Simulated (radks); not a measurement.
The caesium anion Cs-, [Xe] 6s2, held by a Watson sphere: a shell of charge +1 at radius R that stands for the Madelung well of a crystal (potential energy -1/R inside, -1/r outside, in hartree with lengths in bohr). All-electron calculation, scalar-relativistic Kohn-Sham, LDA (Slater exchange, Perdew-Wang correlation), spin-polarised, spherical densities, point nucleus. Program: a radial shooting solver on a logarithmic mesh with Libxc functionals. Response by self-consistent Sternheimer equations with the Hartree and adiabatic LDA kernel, the relativistic mass of each level held fixed and spin-orbit coupling left out. The sphere does not respond.

R (bohr),e(5s) (eV),e(5p) (eV),e(6s) (eV),<r> 6s (bohr),sum of <r^2> (bohr^2),X-ray form factor at sin(theta)/lambda = 0.3 1/angstrom,alpha (bohr^3)
2.8,-29.377,-16.120,-3.271,4.853,104.5,37.946,256.9
2.81,-29.356,-16.100,-3.271,4.854,104.5,37.946,256.9
4.5,-27.136,-13.913,-3.043,5.217,113.4,37.946,329.0
4.52,-27.122,-13.898,-3.039,5.223,113.5,37.946,330.5
5.17,-26.737,-13.498,-2.883,5.426,118.3,37.941,384.6
